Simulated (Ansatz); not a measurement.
The first iterations of a band of C2H9AlClNSi (15 atoms, charge 0, multiplicity 1).

Method: RKS LDA/def2-SVP (Ansatz 0.2.0).

```yaml
movable_images: 5
climbing_image: yes
spring: 5.0 eV/Å²
optimiser: quadratic models (default)
start_path: through a guess of the saddle point
force_threshold: 0.05 eV/Å
iteration_limit: 60
end_points: relaxed
```

Image 0:

```xyz
15
Properties=species:S:1:pos:R:3
C 0.682 -2.464 -0.357
C 0.181 -1.189 0.293
Si -0.348 0.109 -0.959
Cl 1.284 0.373 -2.259
Al -0.721 2.362 -0.122
N -0.492 2.642 1.613
H -0.119 -2.960 -0.948
H 1.053 -3.202 0.387
H 1.514 -2.243 -1.061
H 0.965 -0.733 0.942
H -0.697 -1.378 0.955
H -1.455 -0.483 -1.804
H -1.065 3.637 -1.026
H -0.542 3.559 2.069
H -0.261 1.919 2.303
```

Image 6:

```xyz
15
Properties=species:S:1:pos:R:3
C 0.671 -2.604 -0.605
C 0.707 -1.353 0.249
Si -0.290 0.057 -0.488
Cl 0.450 0.334 -2.438
Al -0.020 2.267 0.489
N -1.431 3.123 1.134
H -0.362 -3.009 -0.690
H 1.314 -3.413 -0.197
H 1.019 -2.383 -1.639
H 1.751 -0.988 0.389
H 0.306 -1.537 1.274
H -1.718 -0.419 -0.655
H 1.383 3.038 0.545
H -1.411 4.077 1.511
H -2.389 2.759 1.149
```

| iteration | highest image above the first end (eV) | largest band force component (eV/Å) |
| --- | --- | --- |
| 1 | 9.724 | 53.399 |
| 2 | 1.622 | 11.971 |
| 3 | 0.813 | 6.701 |
| 4 | 0.516 | 1.875 |
| 5 | 0.394 | 0.889 |
| 6 | 0.334 | 2.412 |

**Question.** Does the band converge within its limit, and where does its top end?

**Answer.** It converged. It ended after 18 iterations with the highest image 0.009 eV above the first end. A vibrational analysis at the climbing image gives no mode beyond 40i cm⁻¹: the surface is too flat there to confirm a saddle point.

The run took 3.7 min on 2 threads of Arm Neoverse V1 (shared host), peak memory 0.19 GiB.
